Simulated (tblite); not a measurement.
C4H7N2Si2 (doublet state).
Bonds: N1–C2 (triple), C2–C3, C3–C4, C4–Si5, Si5–Si6, Si6–C7, C7–N8 (triple). Hydrogens: H9, H10 on C3; H11, H12 on C4; H13, H14 on Si5; H15 on Si6.
Bond orders are those of one Lewis drawing.

Computed with GFN2-xTB (tblite), gas phase: L-BFGS steps from a force-field or distance-geometry start until the largest atomic force falls under 0.01 eV/Å.

Step 84: E = -579.0808 eV
```
atom  x, y, z in Å  |  force x, y, z in eV/Å
N1     -2.7061    0.9245    1.7970   -0.055   0.109   0.012
C2     -2.0673    0.1246    1.2903    0.049  -0.078  -0.018
C3     -1.2855   -0.8945    0.6409   -0.002  -0.028  -0.001
C4     -1.0399   -0.5673   -0.8364    0.001  -0.019  -0.001
Si5     0.1531    0.9166   -1.0685    0.009   0.025  -0.002
Si6     2.2616    0.2588   -0.4855   -0.007  -0.032  -0.057
C7      3.0120    0.4807    1.1660   -0.047  -0.024  -0.010
N8      3.4366    0.6136    2.2319    0.031   0.022   0.049
H9     -0.3353   -0.9937    1.1770    0.020  -0.015   0.014
H10    -1.8317   -1.8385    0.7407   -0.009  -0.020   0.003
H11    -1.9973   -0.3618   -1.3221    0.032  -0.024   0.025
H12    -0.6287   -1.4608   -1.3134   -0.033   0.020  -0.036
H13    -0.3689    2.0187   -0.2536    0.070   0.005  -0.050
H14     0.1491    1.2616   -2.5011   -0.035   0.008   0.045
H15     3.2440   -0.4744   -1.2849   -0.025   0.052   0.026
```

Step 85: E = -579.0829 eV
```
atom  x, y, z in Å  |  force x, y, z in eV/Å
N1     -2.6624    0.9267    1.8244   -0.126   0.184   0.076
C2     -2.0380    0.1220    1.3097    0.162  -0.178  -0.111
C3     -1.2700   -0.8972    0.6417    0.000  -0.049  -0.029
C4     -1.0502   -0.5635   -0.8395   -0.017  -0.018  -0.013
Si5     0.1466    0.9127   -1.0914    0.061   0.037   0.056
Si6     2.2425    0.2424   -0.4701   -0.009  -0.051  -0.085
C7      2.9817    0.4805    1.1841   -0.025  -0.032   0.026
N8      3.3993    0.6031    2.2544    0.012   0.028   0.013
H9     -0.3094   -1.0066    1.1589   -0.011   0.003   0.011
H10    -1.8187   -1.8404    0.7424   -0.004  -0.003   0.015
H11    -2.0165   -0.3445   -1.3021    0.040  -0.039   0.018
H12    -0.6562   -1.4565   -1.3344   -0.055   0.042   0.004
H13    -0.3777    2.0305   -0.2994    0.065   0.005  -0.050
H14     0.1683    1.2432   -2.5258   -0.052  -0.002   0.026
H15     3.2563   -0.4444   -1.2747   -0.043   0.073   0.042
```

Step 86: E = -579.0852 eV
```
atom  x, y, z in Å  |  force x, y, z in eV/Å
N1     -2.6141    0.9312    1.8525   -0.115   0.150   0.075
C2     -2.0067    0.1180    1.3302    0.204  -0.181  -0.154
C3     -1.2545   -0.9025    0.6431   -0.004  -0.043  -0.038
C4     -1.0575   -0.5594   -0.8405   -0.025  -0.014  -0.028
Si5     0.1423    0.9106   -1.1139    0.074   0.037   0.101
Si6     2.2223    0.2251   -0.4577   -0.006  -0.052  -0.066
C7      2.9467    0.4789    1.2018    0.007  -0.036   0.074
N8      3.3557    0.5945    2.2767   -0.019   0.028  -0.053
H9     -0.2849   -1.0238    1.1426   -0.039   0.018   0.009
H10    -1.8077   -1.8436    0.7431    0.004   0.014   0.022
H11    -2.0306   -0.3284   -1.2811    0.018  -0.037   0.003
H12    -0.6815   -1.4503   -1.3545   -0.060   0.051   0.047
H13    -0.3833    2.0457   -0.3490    0.054   0.011  -0.040
H14     0.1855    1.2260   -2.5500   -0.065  -0.017   0.010
H15     3.2638   -0.4142   -1.2651   -0.028   0.072   0.037
```

Step 87: E = -579.0873 eV
```
atom  x, y, z in Å  |  force x, y, z in eV/Å
N1     -2.5921    0.9332    1.8617   -0.069   0.068   0.041
C2     -1.9932    0.1121    1.3404    0.176  -0.096  -0.134
C3     -1.2475   -0.9082    0.6454    0.000  -0.036  -0.048
C4     -1.0601   -0.5566   -0.8381   -0.026   0.003  -0.032
Si5     0.1428    0.9099   -1.1245    0.044   0.007   0.108
Si6     2.2099    0.2115   -0.4515    0.005  -0.051  -0.021
C7      2.9278    0.4761    1.2099    0.007  -0.035   0.044
N8      3.3361    0.5921    2.2847   -0.016   0.029  -0.027
H9     -0.2748   -1.0341    1.1371   -0.037   0.018   0.017
H10    -1.8029   -1.8482    0.7446    0.011   0.017   0.015
H11    -2.0355   -0.3182   -1.2655   -0.029  -0.015  -0.022
H12    -0.6979   -1.4448   -1.3658   -0.038   0.031   0.068
H13    -0.3794    2.0573   -0.3806    0.031   0.037  -0.007
H14     0.1938    1.2182   -2.5609   -0.067  -0.031  -0.009
H15     3.2687   -0.3923   -1.2588    0.010   0.053   0.008
```

**Question.** Estimate the geometry and energy of step 88. (The exact step hangs on the optimiser's Hessian estimate; all steps are aligned on step 87, rigid shifts and turns removed.)

**Answer.** E = -579.0887 eV, largest force 0.156 eV/Å
```
atom  x, y, z in Å  |  force x, y, z in eV/Å
N1     -2.5565    0.9272    1.8904    0.042  -0.090  -0.039
C2     -1.9654    0.1024    1.3626    0.098   0.042  -0.100
C3     -1.2328   -0.9150    0.6470    0.024   0.015  -0.056
C4     -1.0711   -0.5486   -0.8384   -0.061   0.010  -0.031
Si5     0.1432    0.9087   -1.1429   -0.012   0.008   0.040
Si6     2.1885    0.1852   -0.4346    0.095  -0.101  -0.072
C7      2.8986    0.4685    1.2277    0.010  -0.023   0.047
N8      3.3009    0.5870    2.3043   -0.017   0.025  -0.020
H9     -0.2509   -1.0475    1.1211   -0.070   0.019   0.002
H10    -1.7905   -1.8528    0.7483    0.017   0.003   0.006
H11    -2.0552   -0.2942   -1.2385    0.002  -0.005  -0.021
H12    -0.7356   -1.4349   -1.3892   -0.030   0.057   0.118
H13    -0.3830    2.0821   -0.4414    0.033   0.011  -0.010
H14     0.2195    1.1888   -2.5897   -0.078  -0.057   0.083
H15     3.2860   -0.3488   -1.2485   -0.051   0.086   0.051
```

The energy changes by -0.0014 eV. The first-order estimate −F·Δx gives -0.0030 eV and the mean of the old and new forces, exact on a quadratic surface, -0.0011 eV. The step makes an angle of 87° with the force vector and moves no atom by more than 0.066 Å.

The cost below is that of the whole relaxation. The run took 1.9 s on Arm Neoverse V1, one thread, shared host.
